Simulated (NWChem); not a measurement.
The numbers come from NWChem runs, not from measurements. System: BI3, charge 0, spin multiplicity 1, at a geometry optimised with PBE/def2-SVP with def2 effective core potentials on I. The structure started from a generated list of species. Level: RHF/def2-TZVP with def2 effective core potentials on I.

NWChem printed:

```
             Northwest Computational Chemistry Package (NWChem) 7.3.0
             --------------------------------------------------------

                                NWChem Input Module
                                -------------------

 Scaling coordinates for geometry "geometry" by  1.889725989
 (inverse scale =  0.529177249)

 Turning off AUTOSYM since
 SYMMETRY directive was detected!

                             Geometry "geometry" -> ""
                             -------------------------

 Output coordinates in angstroms (scale by  1.889725989 to convert to a.u.)

  No.       Tag          Charge          X              Y              Z
 ---- ---------------- ---------- -------------- -------------- --------------
    1 B                    5.0000     0.00000000     0.00000000    -0.00001500
    2 I                   53.0000     0.00000000     0.00000000     2.13500100
    3 I                   53.0000     1.84899500     0.00000000    -1.06750000
    4 I                   53.0000    -1.84899500     0.00000000    -1.06750000

 Effective nuclear repulsion energy (a.u.)    1402.9474719768

            Nuclear Dipole moment (a.u.)
            ----------------------------
        X                 Y               Z
 ---------------- ---------------- ----------------
     0.0000000000     0.0000000000    -0.0000415740

      Symmetry information
      --------------------

 Group name             C2v
 Group number             16
 Group order               4
 No. of unique centers     3

      Symmetry unique atoms

     1    2    3


 Summary of "ao basis" -> "" (spherical)
 ------------------------------------------------------------------------------
       Tag                 Description            Shells   Functions and Types
 ---------------- ------------------------------  ------  ---------------------
 *                         def2-tzvp                  on all atoms

 Summary of "ao basis" -> "ao basis" (spherical)
 ------------------------------------------------------------------------------
       Tag                 Description            Shells   Functions and Types
 ---------------- ------------------------------  ------  ---------------------
 B                         def2-tzvp                11       31   5s3p2d1f
 I                         def2-tzvp                16       50   6s5p3d2f

                                 NWChem SCF Module
                                 -----------------

  ao basis        = "ao basis"
  functions       =   181
  atoms           =     4
  closed shells   =    40
  open shells     =     0
  charge          =   0.00
  wavefunction    = RHF
  use symmetry    = T
  symmetry adapt  = T

 Summary of "ao basis" -> "ao basis" (spherical)
 ------------------------------------------------------------------------------
       Tag                 Description            Shells   Functions and Types
 ---------------- ------------------------------  ------  ---------------------
 B                         def2-tzvp                11       31   5s3p2d1f
 I                         def2-tzvp                16       50   6s5p3d2f

      Symmetry analysis of basis
      --------------------------

        a1         68
        a2         25
        b1         52
        b2         36

 Forming initial guess at       0.2s

      Superposition of Atomic Density Guess
      -------------------------------------

 Sum of atomic energies:       -1066.02020758

      Non-variational initial energy
      ------------------------------

 Total energy =    -915.308511
 1-e energy   =   -2306.453286
 2-e energy   =    1029.886645
 HOMO         =      -0.308961
 LUMO         =      -0.010212

      Symmetry analysis of molecular orbitals - initial
      -------------------------------------------------

  Numbering of irreducible representations:

     1 a1          2 a2          3 b1          4 b2

  Orbital symmetries:

     1 a1          2 a1          3 b1          4 a1          5 a1
     6 a1          7 b1          8 b1          9 a1         10 b2
    11 b1         12 b2         13 a2         14 a1         15 a1
    16 b1         17 b1         18 a1         19 b2         20 b2
    21 a2         22 b1         23 a1         24 a2         25 b2
[...]
                 3     -914.7447344069  1.20D-02  4.35D-03      7.5
                 4     -914.7447643749  1.28D-04  4.58D-05      8.8
                 5     -914.7447643773  3.60D-09  1.18D-09     10.9

       Final RHF  results
       ------------------

         Total SCF energy =   -914.744764377297
      One-electron energy =  -2306.828682714322
      Two-electron energy =   1030.825788323876
 Nuclear repulsion energy =    361.258130013149

        Time for solution =      5.0s

       Symmetry analysis of molecular orbitals - final
       -----------------------------------------------

  Numbering of irreducible representations:

     1 a1          2 a2          3 b1          4 b2

  Orbital symmetries:

     1 a1          2 b1          3 a1          4 a1          5 b1
     6 a1          7 a1          8 a2          9 b2         10 b2
    11 b1         12 a1         13 b1         14 a1         15 b1
    16 a1         17 b2         18 a2         19 b2         20 a1
    21 b1         22 b1         23 a2         24 b2         25 a2
    26 b1         27 a1         28 a1         29 a1         30 b1
    31 a1         32 a1         33 b1         34 a1         35 b2
    36 b1         37 a1         38 a2         39 b2         40 b1
    41 b2         42 a1         43 a1         44 a1         45 b1
    46 b1         47 a1         48 b2         49 b1         50 a1

             Final eigenvalues
             -----------------

              1
    1   -7.7678
    2   -7.7521
    3   -7.7521
    4   -7.7521
    5   -5.6046
    6   -5.6046
    7   -5.6045
    8   -5.5990
    9   -5.5990
   10   -5.5990
   11   -5.5974
   12   -5.5974
   13   -5.5974
   14   -2.3007
   15   -2.3006
   16   -2.3006
   17   -2.2977
   18   -2.2977
   19   -2.2977
   20   -2.2960
   21   -2.2960
   22   -2.2960
   23   -2.2897
   24   -2.2897
   25   -2.2897
   26   -2.2896
   27   -2.2896
   28   -2.2896
   29   -0.9668
   30   -0.9071
   31   -0.9071
   32   -0.6204
   33   -0.4937
   34   -0.4937
   35   -0.4424
   36   -0.3893
   37   -0.3893
   38   -0.3840
   39   -0.3840
   40   -0.3630
   41    0.0277
   42    0.0743
   43    0.1244
   44    0.1333
   45    0.1333
   46    0.2025
   47    0.2025
   48    0.2287
   49    0.2480
   50    0.2480

                       ROHF Final Molecular Orbital Analysis
                       -------------------------------------

 Vector   38  Occ=2.000000D+00  E=-3.840421D-01  Symmetry=a2
              MO Center=  8.1D-15,  7.7D-15, -1.0D+00, r^2= 5.4D+00
   Bfn.  Coefficient  Atom+Function         Bfn.  Coefficient  Atom+Function
  ----- ------------  ---------------      ----- ------------  ---------------
    98      0.404985  3 I  py               148     -0.404985  4 I  py
    92     -0.323011  3 I  py               142      0.323011  4 I  py
    95      0.251085  3 I  py               145     -0.251085  4 I  py
   101      0.189966  3 I  py               151     -0.189966  4 I  py

 Vector   39  Occ=2.000000D+00  E=-3.840409D-01  Symmetry=b2
              MO Center=  2.7D-11,  1.7D-15,  1.0D+00, r^2= 5.4D+00
   Bfn.  Coefficient  Atom+Function         Bfn.  Coefficient  Atom+Function
  ----- ------------  ---------------      ----- ------------  ---------------
    48      0.467636  2 I  py                42     -0.372981  2 I  py
    45      0.289927  2 I  py                98     -0.233819  3 I  py
   148     -0.233819  4 I  py                51      0.219354  2 I  py
    92      0.186491  3 I  py               142      0.186491  4 I  py

 Vector   40  Occ=2.000000D+00  E=-3.629703D-01  Symmetry=b1
              MO Center=  2.5D-14,  3.3D-16,  1.2D-04, r^2= 6.8D+00
   Bfn.  Coefficient  Atom+Function         Bfn.  Coefficient  Atom+Function
  ----- ------------  ---------------      ----- ------------  ---------------
    47      0.350051  2 I  px                99     -0.303135  3 I  pz
   149      0.303135  4 I  pz                41     -0.275567  2 I  px
    93      0.238634  3 I  pz               143     -0.238634  4 I  pz
    44      0.216658  2 I  px                96     -0.187620  3 I  pz
   146      0.187620  4 I  pz                97     -0.175000  3 I  px

 Vector   41  Occ=0.000000D+00  E= 2.768415D-02  Symmetry=b2
              MO Center= -4.9D-14,  9.5D-14, -7.5D-06, r^2= 4.7D+00
   Bfn.  Coefficient  Atom+Function         Bfn.  Coefficient  Atom+Function
  ----- ------------  ---------------      ----- ------------  ---------------
    13      0.654976  1 B  py                10      0.372503  1 B  py
    51     -0.341686  2 I  py               101     -0.341685  3 I  py
   151     -0.341685  4 I  py                 7      0.316400  1 B  py

 Vector   42  Occ=0.000000D+00  E= 7.426427D-02  Symmetry=a1
              MO Center=  3.4D-13,  6.2D-13, -4.6D-05, r^2= 9.3D+00
   Bfn.  Coefficient  Atom+Function         Bfn.  Coefficient  Atom+Function
  ----- ------------  ---------------      ----- ------------  ---------------
     4      0.978284  1 B  s                  5      0.952470  1 B  s
    52      0.592400  2 I  pz               100      0.513059  3 I  px
   150     -0.513059  4 I  px                37     -0.476782  2 I  s
    87     -0.476798  3 I  s                137     -0.476798  4 I  s
   102     -0.296196  3 I  pz               152     -0.296196  4 I  pz

 Vector   43  Occ=0.000000D+00  E= 1.243660D-01  Symmetry=a1
              MO Center=  1.3D-12,  1.9D-14, -7.8D-05, r^2= 9.1D+00
   Bfn.  Coefficient  Atom+Function         Bfn.  Coefficient  Atom+Function
  ----- ------------  ---------------      ----- ------------  ---------------
     5      3.699816  1 B  s                 37     -1.192786  2 I  s
    87     -1.192894  3 I  s                137     -1.192894  4 I  s
     4     -0.621708  1 B  s                 52      0.554486  2 I  pz
   100      0.480310  3 I  px               150     -0.480310  4 I  px
   102     -0.277270  3 I  pz               152     -0.277270  4 I  pz

 center of mass
 --------------
 x =   0.00000000 y =   0.00000000 z =  -0.00000018

 moments of inertia (a.u.)
 ------------------
        3098.474680193563           0.000000000000           0.000000000000
           0.000000000000        6197.050530489052           0.000000000000
           0.000000000000           0.000000000000        3098.575850295490

  Mulliken analysis of the total density
  --------------------------------------

    Atom       Charge   Shell Charges
 -----------   ------   -------------------------------------------------------
    1 B    5     5.17   0.91  1.07  0.45  0.70 -0.02  0.72  1.06  0.01  0.03  0.22  0.02
    2 I   25    24.94   0.19 -0.77  1.58  1.01  1.09  0.79 -0.49  6.45  1.35  2.75  0.94  9.23  0.77  0.05  0.01  0.00
    3 I   25    24.94   0.19 -0.77  1.58  1.01  1.09  0.79 -0.49  6.45  1.35  2.75  0.94  9.23  0.77  0.05  0.01  0.00
    4 I   25    24.94   0.19 -0.77  1.58  1.01  1.09  0.79 -0.49  6.45  1.35  2.75  0.94  9.23  0.77  0.05  0.01  0.00

       Multipole analysis of the density wrt the origin
       ------------------------------------------------

     L   x y z        total         open         nuclear
     -   - - -        -----         ----         -------
     0   0 0 0      0.000000      0.000000     80.000000

     1   1 0 0     -0.000000      0.000000      0.000000
     1   0 1 0      0.000000      0.000000      0.000000
     1   0 0 1     -0.000007      0.000000     -0.000094

     2   2 0 0    -63.637054      0.000000    610.434611
     2   1 1 0      0.000000      0.000000      0.000000
     2   1 0 1     -0.000000      0.000000      0.000000
     2   0 2 0    -64.685628      0.000000      0.000000
     2   0 1 1      0.000000      0.000000      0.000000
     2   0 0 2    -63.637326      0.000000    610.414680

 Task  times  cpu:       11.0s     wall:       11.0s

 Total times  cpu:       11.0s     wall:       11.0s
```

Write an NWChem input that would produce this output.

This is not unique; one that fits is 
```
start mol
memory heap 200 mb stack 900 mb global 1100 mb
geometry units angstroms nocenter noautoz
  B      0.000000     0.000000    -0.000015
  I      0.000000     0.000000     2.135001
  I      1.848995     0.000000    -1.067500
  I     -1.848995     0.000000    -1.067500
  symmetry group C2v
end
basis spherical
  * library def2-tzvp
end
ecp
  I library def2-ecp
end
scf
  rhf
  nopen 0
  maxiter 100
  thresh 1e-7
  semidirect memsize 60000000 filesize 0
end
task scf energy
```
